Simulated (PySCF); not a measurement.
**Excitation energy of Tl by level of theory**

Tl [Xe] 4f14 5d10 6s2 6p1 (2P) → Tl [Xe] 4f14 5d10 6s1 6p2 (4P), as a difference of total energies. All numbers are calculated (PySCF 2.14, scalar relativity through the core potential, in def2-TZVPPD with the def2 core potential (60 electrons) (7s5p4d2f, 56 functions)). Correlated levels: valence and next inner shell: nothing frozen outside the core potential. The calculations carry no spin-orbit coupling.

```json
{"method": "UHF", "excitation energy (cm⁻¹)": "34730"}
{"method": "MP2 (valence and next inner shell)", "excitation energy (cm⁻¹)": "48747"}
{"method": "SCS-MP2 (valence and next inner shell)", "excitation energy (cm⁻¹)": "49328"}
{"method": "CCSD (valence and next inner shell)", "excitation energy (cm⁻¹)": "46191"}
{"method": "CCSD(T) (valence and next inner shell)", "excitation energy (cm⁻¹)": "46738"}
```

Spin-orbit coupling is strong in these open shells (close to jj coupling). The scalar numbers leave it out and a first-order estimate fails, so it can dominate the gap to the real levels.
